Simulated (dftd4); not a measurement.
I2Pb, triplet, at the geometry of the source list (the spin is typed, not shown lowest); D4 for wb97x run with dftd4.

The dftd4 input:
```
$ dftd4 mol.xyz --func wb97x --charge 0 --json dftd4.json --noedisp --property

# file mol.xyz
3

Pb    -0.00000000     0.00000000     1.14020000
I      1.06170000    -1.85760000    -0.57010000
I     -1.06170000     1.85760000    -0.57010000
```

Question: Predict the main parts of the log of this dftd4 run.

Answer: 
```
                    ____  _____ _____     ____  _  _
      -------------|  _ \|  ___|_   _|---|  _ \| || |------------
     |             | | | | |_    | | ___ | | | | || |_           |
     |             | |_| |  _|   | ||___|| |_| |__   _|          |
     |             |____/|_|     |_|     |____/   |_|            |
     |             ===================================           |
     |            E. Caldeweyher, S. Ehlert & S. Grimme          |
     |          Mulliken Center for Theoretical Chemistry        |
     |                    University of Bonn                     |
      -----------------------------------------------------------

Rational (Becke-Johnson) damping: wb97x-D4-ATM
---------------------
  s6         1.0000
  s8         0.5093
  s9         1.0000
  a1         0.0662
  a2         5.4487
 alp        16.0000
--------------------

Atomic data, radii in Ångström:
------------------------------------------------------
   Z          R(cov)      r4/r2   hardness         EN
------------------------------------------------------
  82 Pb       1.7333     3.8442     0.1427     2.3300
  53 I        1.7600     2.9281     0.4104     2.6600
------------------------------------------------------

Atomic reference systems (in atomic units):
----------------------------------------------------------------------------
   Z        #      CN     q+Z       C6(AA)   #      CN     q+Z       C6(AA)
----------------------------------------------------------------------------
  82 Pb     1  0.0000 22.0000     750.7677   2  0.9027 22.1145     606.3468
            3  1.8633 22.1676     505.6904   4  2.7995 22.1827     483.4891
            5  3.7644 22.1783     418.2787
  53 I      1  0.0000 25.0000     353.7504   2  0.9124 24.8626     380.6589
----------------------------------------------------------------------------

Atomic properties (in atomic units):
----------------------------------------------------------------------------
     #    Z              CN          q      C6(AA)        C8(AA)   alpha(0)
----------------------------------------------------------------------------
     1   82 Pb       1.8456     0.6326    488.4948    77336.6451    45.2837
     2   53 I        0.9337    -0.3163    394.3535    36221.1749    34.3024
     3   53 I        0.9337    -0.3163    394.3535    36221.1749    34.3024
----------------------------------------------------------------------------

Molecular properties (in atomic units):
----------------------------------------
 molecular C6                3806.9885
 molecular C8              432173.2156
----------------------------------------

Dispersion energy:      -3.4030360168300E-02 Eh

[Info] JSON dump of results written to 'dftd4.json'
```
